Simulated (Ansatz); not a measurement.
Gas-phase electronic energies from Ansatz, PBE0-D4/def2-TZVP geometries. CCSD(T)/CBS is the MP2 limit (def2-TZVPP, def2-QZVPP) plus CCSD(T) − MP2 in def2-TZVPP, frozen cores. Functionals use def2-TZVPP. B3LYP here is the variant with VWN-RPA as its local correlation; programs differ in this. For Ge outer-core shells are correlated without core-valence functions, which leaves a few kJ/mol of doubt a bond. Scalar relativity is left out up to krypton. One conformer a species, not always the lowest.

Consider the ligand exchange at the Si–C bond: `[SiH3][CH2][GeH2][SH]` + `OC(F)F` → `FC(F)O[SiH3]` + `[CH3][GeH2][SH]`.

CCSD(T)/CBS gives -75.9 kJ/mol.

(1) Another level gave -67.5 kJ/mol. Which?
A. PBE0-D4/def2-TZVPP
B. B3LYP/def2-TZVPP
C. CCSD/def2-TZVPP
D. HF/def2-TZVPP

Largest T1 diagnostic among the species: 0.012.

Answers

(1) A. PBE0-D4 -67.5, CCSD/def2-TZVPP -79.2, B3LYP -86.5, HF/def2-TZVPP -98.7 kJ/mol.

In def2-TZVPP, CCSD(T) changes the Hartree–Fock value by +22.8 kJ/mol (the triples alone add +3.3 kJ/mol) and MP2 by +22.5 kJ/mol. The D4 term adds +6.7 kJ/mol with B3LYP and +3.8 kJ/mol with PBE0; it sums over pairs of atoms, weighted by their polarisabilities, and B3LYP, whose exchange is more repulsive, gets the larger term.
